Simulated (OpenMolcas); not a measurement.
What dynamic correlation does to the levels of Sn I

* Program: OpenMolcas 26.06
* Basis: ANO-RCC-VTZP [7s6p4d2f1g]
* Scalar Hamiltonian: DKH2, point nucleus
* Active space: 4 electrons in 4 orbitals (5s 5p)
* State averaging: 2S+1 = 3 even, 6 roots (3 in the spin-orbit step); 2S+1 = 1 even, 6 roots kept (CI in the orbitals of an earlier block); 2S+1 = 5 odd, 1 root; 2S+1 = 3 odd, 5 roots kept (CI in the orbitals of an earlier block)
* Spin-orbit coupling: state interaction with AMFI integrals over the reference wave functions, term energies averaged over their components

Methods on the same reference wave functions:
A. CASSCF
B. SS-CASPT2, IPEA 0.25 Eh, imaginary shift 0.1 Eh (closed shells correlated: 4d)

Energies in cm-1 above 5s2 5p2 3P0, the measured ground level; measured values from NIST Handbook of Basic Atomic Spectroscopic Data.

```json
{"Level": "5s2 5p2 3P0", "A": "0.0", "B": "0.0", "Measured": "0.0"}
{"Level": "5s2 5p2 3P1", "A": "1503", "B": "1503", "Measured": "1692"}
{"Level": "5s2 5p2 3P2", "A": "3238", "B": "3110", "Measured": "3428"}
{"Level": "5s2 5p2 1D2", "A": "10686", "B": "8500", "Measured": "8613"}
{"Level": "5s2 5p2 1S0", "A": "17775", "B": "17780", "Measured": "17162"}
{"Level": "5s 5p3 5S* 2", "A": "27939", "B": "37880", "Measured": "39626"}
```

Deviations, from unrounded energies. A percentage is the sum of absolute deviations over the sum of measured energies, with the sign that they share, or ± where signs differ.

| Against measurement | Levels | A | B |
| --- | --- | --- | --- |
| mean absolute deviation (cm-1) | 5 | 3000 | 600 |
| fine structure of the ground term (%) | 2 | -7.4 | -9.8 |
| other terms of the ground configuration (%) | 2 | +10.4 | ±2.8 |
| other configurations (%) | 1 | -29.5 | -4.4 |

B lies closest to measurement on these levels. The largest miss of B in the table is 5s 5p3 5S* 2, by -1700 cm-1. The ranking rests on the paired levels alone, and a cruder setting can come out closer through cancelling errors.

From A to B the spin-free energies of the other terms of 5s2 5p2 shown, above 3P, scale by factors of 0.71 to 1.00.

The lowest spin-free term lies below A's lowest term by 0.464 hartree in B.

CASPT2 breaks the degeneracy within a term, and the mean is taken; among the terms shown or strongly mixed into the levels shown the widest spread is 140 cm-1 (5s2 5p2 1D, B). Over all roots computed the reference weight is 0.85 to 0.93 in B; the roots of lowest weight are the least certain, and an intruder state may touch them. Some high roots are left out of the spin-orbit mixing, which shifts the levels that they would mix with. Terms from blocks run as CI alone lack orbitals of their own. Terms of s pⁿ other than that of highest spin mix with s² pⁿ⁻² d, which this space lacks; all of them can be thousands of cm-1 off, and some have no real level of that name. Measured partners are found by configuration, term and J. A level has none where our copy of the source lacks it or the pairing is in doubt (some pairs that miss far off the trend of their configuration count as doubtful), and it then counts in no deviation. Levels of configurations outside the active space are missing. The table leaves out levels that lie high or whose names do not pair safely across all columns.

* marks odd parity.
